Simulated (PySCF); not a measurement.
CClF2NOSi, SMILES O=C=N[Si](F)(F)Cl. Atoms are numbered in the order given.

```xyz
7

O      0.4255     3.4550     0.0000
C      0.1543     2.3221     0.0000
N     -0.1370     1.1551     0.0000
Si    -0.3698    -0.5108     0.0000
F     -1.2182    -0.9329     1.2906
F     -1.2182    -0.9329    -1.2906
Cl     1.3961    -1.5128     0.0000
```

Geometry optimised at B3LYP-D3(BJ)/def2-SVP. One conformer was computed; it need not be the lowest.

The numbers are results of TDDFT-ωB97X/def2-SVPD run with PySCF, not measurements.

Vertical excitations. Isolated molecule, no solvent. State labels are in the subgroup Cs.

Computed UV-visible absorptions:
| state | symmetry | energy (eV) | λ (nm) | f | main pairs |
|---|---|---|---|---|---|
| S1 | A" | 7.42 | 167 | 0.000 | HOMO→LUMO+2 45 %, HOMO−1→LUMO+1 35 % |
| S2 | A" | 7.63 | 162 | 0.000 | HOMO−1→LUMO+1 46 %, HOMO→LUMO+2 37 % |
| S3 | A' | 7.64 | 162 | 0.001 | HOMO−1→LUMO+2 43 %, HOMO→LUMO+1 40 % |
| S4 | A' | 8.70 | 142 | 0.028 | HOMO→LUMO 75 % |
| S5 | A" | 8.79 | 141 | 0.000 | HOMO−1→LUMO 71 %, HOMO−1→LUMO+3 11 % |
| S6 | A" | 9.11 | 136 | 0.038 | HOMO−2→LUMO 54 %, HOMO−2→LUMO+1 11 %, HOMO−1→LUMO+3 11 % |
| S7 | A' | 9.14 | 136 | 0.090 | HOMO−3→LUMO 40 %, HOMO→LUMO+3 25 %, HOMO→LUMO+1 10 %, HOMO−3→LUMO+1 6 % |
| S8 | A" | 9.87 | 126 | 0.000 | HOMO−3→LUMO+2 65 %, HOMO→LUMO+2 11 % |
| S9 | A' | 10.01 | 124 | 0.047 | HOMO−2→LUMO+2 61 % |
| S10 | A' | 10.09 | 123 | 1.015 | HOMO→LUMO+1 37 %, HOMO−1→LUMO+2 34 %, HOMO−3→LUMO 8 % |
| T1 | A' | 6.77 | 183 | 0 | HOMO→LUMO+1 42 %, HOMO−1→LUMO+2 33 % |
| T2 | A" | 7.11 | 174 | 0 | HOMO→LUMO+2 41 %, HOMO−1→LUMO+1 38 % |
| T3 | A' | 7.11 | 174 | 0 | HOMO−1→LUMO+2 49 %, HOMO→LUMO+1 30 % |
| T4 | A" | 7.46 | 166 | 0 | HOMO−1→LUMO+1 42 %, HOMO→LUMO+2 39 % |
Triplets are in the Tamm–Dancoff approximation, which puts them higher than full response would, so one can lie above its singlet here.
